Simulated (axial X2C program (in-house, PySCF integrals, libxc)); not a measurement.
**PdB⁻: cheaper levels and CCSD(T), with spin–orbit coupling**

Computed with an axial X2C code built on PySCF integrals. Two-component (2c) means X2C with spin–orbit coupling and atomic mean-field two-electron Coulomb and Gaunt terms. Basis: Pd dyall-acv3z [13s13p9d5f3g], B dyall-av3z [8s7p3d2f] (cores contracted in-house); Gaussian nuclei, density fitting, unrestricted open shells. Masses: Pd 105.903 u, B 11.009 u.

State: Ω = 0 (closed shell); fragments Pd- + B for PBE0, HF, CCSD, B97-3, CCSD(T); Pd + B- for MP2.

| level | Re (Å) | ωe (cm⁻¹) | De (eV) |
| --- | --- | --- | --- |
| PBE0 | 1.783 | 762.1 | 4.23 |
| HF | 1.784 | 654.1 | n/a |
| MP2 | 1.763 | 913.2 | n/a |
| CCSD | 1.780 | 763.7 | n/a |
| B97-3 | 1.784 | 750.9 | 4.10 |

Correlated methods: 14 electrons correlated (number of frozen shells: Pd 4 s, 3 p, 1 d; B 1 s), 316 virtual spin orbitals or spinors in MP2, 90 natural virtuals in coupled cluster.

CCSD(T), same Hamiltonian and basis:

Re = 1.796 Å, ωe = 767.5 cm⁻¹; T1 = 0.043 (Lee–Taylor normalisation).

Q: Give the differences from CCSD(T) in the columns below.

A: 

```
level  ΔRe (Å)  Δωe (cm⁻¹)
 PBE0   -0.013          -5
   HF   -0.012        -113
  MP2   -0.033         146
 CCSD   -0.016          -4
B97-3   -0.012         -17
```

The state is one determinant whose occupation by symmetry is held fixed; it was picked as the lowest of a PBE0 search that is not exhaustive. The closed shell is kept restricted, so the energy runs too high when the bond is stretched far. Dissociation energies refer to the lowest single-determinant-based atoms at the same level and basis. De is not given where an atomic determinant may have missed its ground term or J level, or where the truncated virtual space spoils (T). Coupled cluster ran in a truncated set of natural virtual spinors; the MP2 energy of the rest was added. (T) has no such correction and the atoms are truncated less, which lowers De at CCSD(T) by a hundredth of an eV or more. In 2c an atomic determinant is not the ground J level, so De misses part of the atomic spin–orbit lowering. This holds for PBE0, B97-3. Without a current term, density functionals place determinants with orbital angular momentum somewhat too high. The highest occupied level of some functionals is positive through self-interaction error; at Hartree–Fock it is bound. The T1 diagnostic is large, a sign of multireference character.
